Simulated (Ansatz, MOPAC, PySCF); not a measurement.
Complex: hydrogen isocyanide (SMILES [C-]#[NH+]) (first 3 atoms) with CH4O (SMILES CO); geometry from B3LYP-D3(BJ)/def2-TZVP.
(charge 0, multiplicity 1):
```csv
atom,x (Å),y (Å),z (Å)
C,-0.1128,-0.6285,-0.2560
N,-0.1368,-0.1825,0.8177
H,-0.1669,0.1986,1.7661
C,-0.0939,-0.3342,4.4087
O,-0.1942,0.7123,3.4369
H,0.2602,0.0540,5.3659
H,0.6347,-1.0453,4.0253
H,-1.0493,-0.8454,4.5484
H,-0.8437,1.3617,3.7250
```

Counterpoise-corrected where a basis set is named; no monomer relaxation. Rows marked so take none.

Rows in 6-31G* carry no dispersion term and start afresh at each structure (6-31G* with six Cartesian d functions). The state that PM6 reach isn't checked.

The values were computed with Ansatz (Gaussian basis) for Hartree–Fock, density functionals and correlated methods; MOPAC for PM6 (differences of heats of formation); PySCF for 6-31G* rows, the dispersion terms. 

One of these levels gives -11.28 kcal/mol for the interaction energy. Name it.
A. M06-2X/6-31G* (no counterpoise)
B. PM6
C. PBE-D4/def2-TZVPPD

A, M06-2X/6-31G* (no counterpoise). The others give -3.97 (PM6), -9.57 (PBE-D4/def2-TZVPPD)

Ansatz is an electronic-structure program.
